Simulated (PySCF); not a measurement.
Computed shifts of a molecule C₃H₆BF, HF/pcSseg-1 run with PySCF, GIAO, gas phase, atoms alike by connectivity averaged where their shifts nearly agree, in ppm (number of nuclei): ¹³C: 145.8 (1), 127.3 (1), 31.4 (1). ¹H: 6.71 (1), 5.87 (1), 5.76 (1), 5.42 (1), 2.45 (1), 1.91 (1). ¹⁹F: -12.1 (1). References: ¹¹B against BF3 (σ = 102.7 ppm); ¹³C against TMS (σ = 192.6 ppm); ¹H against TMS (σ = 31.99 ppm); ¹⁹F against CFCl3 (σ = 238.5 ppm), references at their B3LYP-D3(BJ)/def2-TZVP geometries, non-relativistic. The structure is a stationary point at PBE-D3(BJ)/def2-SVP. Other conformers were not sampled.

Problem. Identify the compound among the candidates.
A) FB1CCC1
B) C=CCBF
C) C=CB(C)F

Solution. B, C=CCBF
